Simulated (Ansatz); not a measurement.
`C[CH2][GeH]([F])[Cl]` → `C[CH2][Ge][Cl]` + H–F  (germylene formation by 1,1-elimination)

Gas-phase electronic energies from Ansatz, PBE0-D4/def2-TZVP geometries. CBS: MP2 limit from def2 TZ/QZ plus the TZ coupled-cluster correction, frozen cores. This one scheme is used for every species. Functionals use def2-TZVPP. For Ge outer-core shells are correlated without core-valence functions, which leaves a few kJ/mol of doubt a bond. Scalar relativity is left out up to krypton. One conformer a species, not always the lowest.

`C[CH2][GeH]([F])[Cl]`:

```xyz
11

C     0.088    1.336    0.620
C    -0.703    0.260   -0.112
Ge    0.286   -1.388   -0.345
F    -0.691   -2.478   -1.279
Cl    2.038   -1.016   -1.528
H    -0.504    2.247    0.724
H     1.003    1.594    0.082
H     0.374    1.016    1.625
H    -1.623    0.004    0.421
H    -0.993    0.588   -1.114
H     0.725   -2.163    0.905
```

`C[CH2][Ge][Cl]`:

```xyz
9

C     0.723   -0.572   -0.203
C    -0.041    0.735   -0.287
Ge   -1.741    1.011    0.717
Cl   -1.965   -0.982    1.614
H     0.111   -1.413   -0.534
H     1.625   -0.549   -0.822
H     1.028   -0.790    0.822
H     0.583    1.589    0.019
H    -0.322    0.971   -1.325
```

H–F:

```xyz
2

F    -0.279    0.187    0.314
H     0.279   -0.187   -0.314
```

CCSD(T)/CBS gives +172.6 kJ/mol.

(1) Another level gave +161.9 kJ/mol. Which?
A. PBE0/def2-TZVPP
B. r2SCAN-D4/def2-TZVPP
C. PBE/def2-TZVPP
D. CCSD(T)/def2-TZVPP

Largest T1 diagnostic among the species: 0.012.

Answers

(1) C. PBE 161.9, r2SCAN-D4 192.8, PBE0 176.9, CCSD(T)/def2-TZVPP 187.5 kJ/mol.

The D4 term adds +4.1 kJ/mol with B3LYP and +2.5 kJ/mol with PBE0; it sums over pairs of atoms, weighted by their polarisabilities, and B3LYP, whose exchange is more repulsive, gets the larger term. From PBE to PBE0 (25 % exact exchange), in def2-TZVPP and without D4, ΔE moves by +15.0 kJ/mol.

B3LYP here is the variant with VWN-RPA as its local correlation; programs differ in this.
